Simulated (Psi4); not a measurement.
AlP, triplet, geometry from GFN2-xTB (such geometries of metal compounds can be far from the true shape); TPSS/def2-SVP in Psi4.

Psi4 was given this input:
```
memory 2 GB

molecule {
0 3
Al   -0.00000000   -0.00000000   -1.17855553
P     0.00000000    0.00000000    1.02141479
}

set {
  basis def2-svp
  reference uks
  puream true
}

energy('tpss')
print_variables()
```

The log (banner, timings and long lists left out):

```
   => Loading Basis Set <=

    Name: DEF2-SVP
    Role: ORBITAL
    Keyword: BASIS

         ---------------------------------------------------------
                                   SCF
               by Justin Turney, Rob Parrish, Andy Simmonett
                          and Daniel G. A. Smith
                              UKS Reference
         ---------------------------------------------------------

  ==> Geometry <==

    Molecular point group: c2v
    Full point group: C_inf_v

    Geometry (in Angstrom), charge = 0, multiplicity = 3:

       Center              X                  Y                   Z               Mass
    ------------   -----------------  -----------------  -----------------  -----------------
         AL           0.000000000000     0.000000000000    -1.175757117537    26.981538530000
         P            0.000000000000     0.000000000000     1.024213202463    30.973761998420

  Running in c2v symmetry.

  Rotational constants: A = ************  B =      0.24154  C =      0.24154 [cm^-1]
  Rotational constants: A = ************  B =   7241.29184  C =   7241.29184 [MHz]
  Nuclear repulsion =   46.904976463796125

  Charge       = 0
  Multiplicity = 3
  Electrons    = 28
  Nalpha       = 15
  Nbeta        = 13

  ==> Algorithm <==

  SCF Algorithm Type is DF.
  DIIS enabled.
  MOM disabled.
  Fractional occupation disabled.
  Guess Type is SAD.
  Energy threshold   = 1.00e-06
  Density threshold  = 1.00e-06
  Integral threshold = 1.00e-12

  ==> Primary Basis <==

  Basis Set: DEF2-SVP
    Blend: DEF2-SVP
    Number of shells: 16
    Number of basis functions: 36
    Number of Cartesian functions: 38
    Spherical Harmonics?: true
    Max angular momentum: 2

  ==> DFT Potential <==

   => LibXC <=

    Version 7.1.2
    S. Lehtola, C. Steigemann, M. J. T. Oliveira, and M. A. L. Marques,  SoftwareX 7, 1–5 (2018) (10.1016/j.softx.2017.11.002)

   => Composite Functional: TPSS <=

    TPSS Meta-GGA XC Functional

    J. Tao, et al., Phys. Rev. Lett., 91, 146401, 2003

    Deriv               =              1
    GGA                 =           TRUE
    Meta                =           TRUE

    Exchange Hybrid     =          FALSE
    MP2 Hybrid          =          FALSE

   => Exchange Functionals <=

    1.0000   XC_MGGA_X_TPSS

   => Correlation Functionals <=

    1.0000   XC_MGGA_C_TPSS

   => LibXC Density Thresholds  <==

    XC_MGGA_C_TPSS:  1.00E-15
    XC_MGGA_X_TPSS:  1.00E-15

   => Molecular Quadrature <=

[...]
   @S^2 Expected:                2.000000000E+00
   @S^2 Observed:                2.007104121E+00
   @S   Expected:                1.000000000E+00
   @S   Observed:                1.000000000E+00

    Orbital Energies [Eh]
    ---------------------

    Alpha Occupied:

[...]
    Alpha Virtual:

[...]
    Beta Occupied:

[...]
       3B2    -0.183323

    Beta Virtual:

[...]
    Final Occupation by Irrep:
             A1    A2    B1    B2
    DOCC [     8,    0,    2,    3 ]
    SOCC [     1,    0,    1,    0 ]
    NA   [     9,    0,    3,    3 ]
    NB   [     8,    0,    2,    3 ]

  @DF-UKS Final Energy:  -583.55317769937062

   => Energetics <=

    Nuclear Repulsion Energy =             46.9049764637961246
    One-Electron Energy =                -901.9944946475472989
    Two-Electron Energy =                 313.3733761809683074
    DFT Exchange-Correlation Energy =     -41.8370356965878401
    Empirical Dispersion Energy =           0.0000000000000000
    VV10 Nonlocal Energy =                  0.0000000000000000
    Total Energy =                       -583.5531776993706217

  UHF NO Occupations:
  HONO-2 :    8 A1 1.9977267
  HONO-1 :    3 B1 1.0000000
  HONO-0 :    9 A1 1.0000000
  LUNO+0 :   10 A1 0.0022733
  LUNO+1 :   11 A1 0.0008002
  LUNO+2 :    4 B2 0.0004791
  LUNO+3 :    4 B1 0.0000008

Computation Completed

Properties will be evaluated at   0.000000,   0.000000,   0.000000 [a0]

Properties computed using the SCF density matrix

 Multipole Moments:

 ------------------------------------------------------------------------------------
     Multipole            Electronic (a.u.)      Nuclear  (a.u.)        Total (a.u.)
 ------------------------------------------------------------------------------------

 L = 1.  Multiply by 2.5417464519 to convert [e a0] to [Debye]
 Dipole X            :          0.0000000            0.0000000            0.0000000
 Dipole Y            :          0.0000000            0.0000000            0.0000000
 Dipole Z            :         -0.9879806            0.1480705           -0.8399102
 Magnitude           :                                                    0.8399102

 ------------------------------------------------------------------------------------

  Variable Map:
  ----------------------------------------------------------------------------
[...]
  Array Variable Map:
  ----------------------------------------------------------------------------
[...]
[...]
```
